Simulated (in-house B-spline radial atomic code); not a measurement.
A fraction x of an electron is removed from 5d in the lanthanum ion La⁺, starting from [Xe] 5d2 and keeping the highest spin. Computed with an all-electron radial atomic-structure program (B-spline basis): scalar-relativistic (X2C) BP86, spin-polarised, spherical fractional occupations, Fermi nucleus of rms radius 4.855 fm.

```csv
x,E(x) - E(0) (eV),5d up level (eV)
0,0.0000,-7.714
0.02,0.1556,-7.849
0.16,1.3213,-8.809
0.36,3.2240,-10.226
0.44,4.0652,-10.807
0.5,4.7268,-11.248
0.52,4.9533,-11.395
0.67,6.7465,-12.518
0.8,8.4382,-13.511
0.92,10.1152,-14.442
1,11.2957,-15.070
```

The exact functional would give a straight line between the two integer points. Deviations E(x) - E(0) - x[E(1) - E(0)], in eV: -0.07 at x = 0.02, -0.486 at x = 0.16, -0.842 at x = 0.36, -0.905 at x = 0.44, -0.921 at x = 0.5, -0.92 at x = 0.52, -0.822 at x = 0.67, -0.598 at x = 0.8, -0.277 at x = 0.92.

The curve lies below the straight line by up to 0.921 eV (at x = 0.5): convex, the delocalisation error that favours fractional charges.

Q: How well does Slater's transition state (minus the level at half occupation) give the ionisation energy?

A: It gives 11.248 eV against 11.296 eV from the two total energies; NIST lists 11.18 eV, ground level to ground level.
